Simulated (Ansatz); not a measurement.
## Loss of HBr: C5H11Br → C5H10 + HBr

Gas-phase species: C5H11Br (1-bromopentane) `CCCCCBr`, singlet; C5H10 (1-pentene) `C=CCCC`, singlet; HBr, singlet. This is a balance of energies; it says nothing on the path, which may need atoms to shift.

Shapes, held fixed at every level: PBE0-D4/def2-TZVP. Flexible molecules stand in one conformer, not always the lowest. Programs: Ansatz 0.2.0. Electronic energies: no zero-point or thermal term.

Estimate ΔE of this reaction.

The highest level, CCSD(T)/def2-TZVPP, gives ΔE = +89.1 kJ/mol; the levels span +67.3 to +101.0. The column of differences is taken from that level and isn't an error. No measured value is set beside it here. Relativity is left out for Br. Outer-core shells of Br are correlated, in sets that cover them unevenly.

```
               level                    kind  ΔE (kJ/mol)  less CCSD(T)/def2-TZVPP
       HF/def2-TZVPP            Hartree–Fock        +67.3                    -21.8
r2SCAN-D4/def2-TZVPP                meta-GGA        +95.7                     +6.6
 B3LYP-D4/def2-TZVPP           global hybrid        +82.3                     -6.8
  wB97X-V/def2-TZVPP  range-separated hybrid       +101.0                    +11.9
   B2PLYP/def2-TZVPP           double hybrid        +81.7                     -7.4
     CCSD/def2-TZVPP   coupled cluster or CI        +87.9                     -1.2
  CCSD(T)/def2-TZVPP   coupled cluster or CI        +89.1                      0.0
```
